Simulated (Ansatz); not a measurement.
Steps of a relaxation of CH6FGaGe, SMILES `[F][GeH2][CH2][GaH2]` with RKS PBE0-D4/def2-TZVP.

```sh
$ ansatz run in.yaml --threads 4 --pin off --events-out ev --progress --plain --max-ram 10444MiB
```

```yaml
crystal:
  periodic: [false, false, false]
  atoms:
    - {symbol: F, position_ang: [-1.310680, 0.246260, 0.978960]}
    - {symbol: Ge, position_ang: [-0.524710, 1.205940, -0.564830]}
    - {symbol: C, position_ang: [0.881710, -0.130960, -0.732020]}
    - {symbol: Ga, position_ang: [0.187480, -1.226960, 0.921100]}
    - {symbol: H, position_ang: [-1.806230, 1.208080, -1.379960]}
    - {symbol: H, position_ang: [-0.366830, 2.525680, 0.168950]}
    - {symbol: H, position_ang: [1.869120, 0.327920, -0.644970]}
    - {symbol: H, position_ang: [0.828910, -0.626560, -1.704370]}
    - {symbol: H, position_ang: [-0.640990, -2.515250, 0.663180]}
    - {symbol: H, position_ang: [0.882210, -1.014160, 2.293960]}
basis:
  gaussian: {orbitals: def2-TZVP}
hamiltonian: {xc: pbe0, dispersion: d4}
relax: {f_tol: 0.005, max_steps: 150}
```

Positions (Å) and forces (eV/Å) along the path, 7 of 7 steps:

```xyz
10
step=1 energy=-112732.2997 eV
F    -1.311    0.246    0.979    0.696    0.466   -1.033
Ge   -0.525    1.206   -0.565   -0.311   -1.452    1.494
C     0.882   -0.131   -0.732   -0.598    0.536    0.089
Ga    0.187   -1.227    0.921   -0.016    0.365   -0.325
H    -1.806    1.208   -1.380   -0.039   -0.016   -0.427
H    -0.367    2.526    0.169    0.310    0.304   -0.057
H     1.869    0.328   -0.645   -0.062   -0.048    0.226
H     0.829   -0.627   -1.704   -0.141   -0.114    0.140
H    -0.641   -2.515    0.663   -0.076   -0.171   -0.222
H     0.882   -1.014    2.294    0.238    0.130    0.113
10
step=2 energy=-112732.4895 eV
F    -1.314    0.230    0.997    0.187    0.628   -0.707
Ge   -0.578    1.183   -0.500   -0.125   -0.600    0.638
C     0.820   -0.114   -0.688   -0.178    0.156    0.028
Ga    0.183   -1.230    0.927    0.263   -0.024   -0.229
H    -1.771    1.202   -1.477    0.110    0.002    0.138
H    -0.280    2.564    0.121   -0.067   -0.160   -0.053
H     1.813    0.321   -0.561   -0.093   -0.021    0.031
H     0.763   -0.645   -1.640   -0.028    0.024    0.086
H    -0.611   -2.534    0.563   -0.006    0.027    0.065
H     0.976   -0.976    2.258   -0.063   -0.033    0.002
10
step=3 energy=-112732.5398 eV
F    -1.295    0.266    0.953   -0.299    0.120    0.172
Ge   -0.577    1.158   -0.480   -0.097    0.205   -0.084
C     0.817   -0.109   -0.690    0.079   -0.057   -0.022
Ga    0.195   -1.222    0.907    0.330   -0.264   -0.071
H    -1.765    1.183   -1.453    0.055    0.015    0.006
H    -0.284    2.537    0.132    0.003   -0.033   -0.052
H     1.807    0.327   -0.553   -0.027   -0.030   -0.025
H     0.757   -0.645   -1.638    0.031    0.021    0.030
H    -0.618   -2.521    0.569   -0.018    0.034    0.046
H     0.963   -0.975    2.254   -0.059   -0.011    0.001
10
step=4 energy=-112732.5510 eV
F    -1.301    0.266    0.961   -0.187    0.162    0.032
Ge   -0.584    1.160   -0.476   -0.063    0.075   -0.002
C     0.817   -0.106   -0.692    0.033   -0.075    0.033
Ga    0.212   -1.233    0.901    0.206   -0.166   -0.043
H    -1.761    1.190   -1.458    0.012   -0.005   -0.002
H    -0.284    2.541    0.120    0.006   -0.007   -0.010
H     1.806    0.331   -0.557   -0.005   -0.001   -0.012
H     0.759   -0.639   -1.640    0.010    0.010    0.001
H    -0.620   -2.523    0.582   -0.001    0.011    0.006
H     0.956   -0.986    2.259   -0.011   -0.003   -0.005
10
step=5 energy=-112732.5639 eV
F    -1.333    0.301    0.966   -0.017    0.040   -0.017
Ge   -0.596    1.163   -0.468   -0.035    0.017    0.022
C     0.810   -0.107   -0.683   -0.005   -0.059    0.057
Ga    0.240   -1.255    0.894    0.047   -0.032   -0.016
H    -1.754    1.193   -1.473    0.004   -0.003   -0.002
H    -0.276    2.550    0.102    0.001   -0.002   -0.005
H     1.796    0.334   -0.551    0.019    0.023   -0.001
H     0.755   -0.636   -1.633   -0.008    0.000   -0.028
H    -0.610   -2.536    0.585    0.001    0.015    0.000
H     0.968   -1.008    2.261   -0.008    0.002   -0.010
10
step=6 energy=-112732.5650 eV
F    -1.337    0.315    0.972   -0.009    0.012   -0.001
Ge   -0.600    1.163   -0.464    0.009   -0.022    0.010
C     0.808   -0.109   -0.676    0.007    0.008   -0.014
Ga    0.250   -1.263    0.891   -0.001   -0.002    0.003
H    -1.752    1.184   -1.476   -0.005    0.004   -0.006
H    -0.275    2.554    0.091   -0.001    0.011   -0.002
H     1.793    0.338   -0.545    0.000    0.005   -0.004
H     0.754   -0.632   -1.631    0.000    0.005   -0.003
H    -0.613   -2.532    0.580   -0.013   -0.021   -0.004
H     0.971   -1.018    2.258    0.012    0.000    0.021
10
step=7 energy=-112732.5652 eV
F    -1.337    0.321    0.974    0.000    0.000    0.001
Ge   -0.601    1.162   -0.464   -0.003    0.000    0.002
C     0.809   -0.108   -0.675    0.004   -0.005    0.000
Ga    0.251   -1.267    0.891   -0.003    0.001    0.002
H    -1.753    1.182   -1.477    0.001    0.000    0.000
H    -0.277    2.558    0.084    0.000    0.000   -0.002
H     1.793    0.341   -0.544   -0.001    0.001   -0.001
H     0.756   -0.629   -1.631    0.000    0.002    0.000
H    -0.616   -2.534    0.580    0.001    0.002    0.000
H     0.975   -1.026    2.260    0.000   -0.001   -0.002
```

It took 33 s on 4 threads of an Arm Neoverse V1 on a shared host, with 0.64 GiB of host memory at the peak.
